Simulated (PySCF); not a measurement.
difluoromethyl(methyl)silane (C2H6F2Si), SMILES [SiH2](C(F)F)C. Heavy atoms are numbered as in [CH3:1][SiH2:2][CH:3]([F:4])[F:5]. Hydrogens are named by the atom that carries them.

Geometry: B3LYP-D3(BJ)/def2-SVP. The values are those of a single conformer.

These are HF/pcSseg-1 run with PySCF values and carry that method's errors.

GIAO shieldings, no solvent; atoms alike by connectivity are averaged. δ = σ(ref) − σ: ¹³C against TMS (σ = 192.6 ppm); ²⁹Si against TMS (σ = 393.8 ppm); ¹⁹F against CFCl3 (σ = 238.5 ppm); ¹H against TMS (σ = 31.99 ppm), references at their B3LYP-D3(BJ)/def2-TZVP geometries, non-relativistic.

```
atoms       nucleus  count     δ (ppm)
----------  -------  -----  ----------
C3 (CH)         ¹³C      1       112.2
C1 (CH3)        ¹³C      1        -8.6
Si2 (SiH2)     ²⁹Si      1  (withheld)
F4              ¹⁹F      2  (withheld)
H on C3          ¹H      1        6.01
H on Si2         ¹H      2        4.13
H on C1          ¹H      3  (withheld)
```

Problem. What belongs in the gaps? (Estimate from the structure and the level; the computed values follow.)

Solution. 
- Si2 (SiH2), δ (ppm): -35.2
- F4, δ (ppm): -131.1
- H on C1, δ (ppm): 0.82
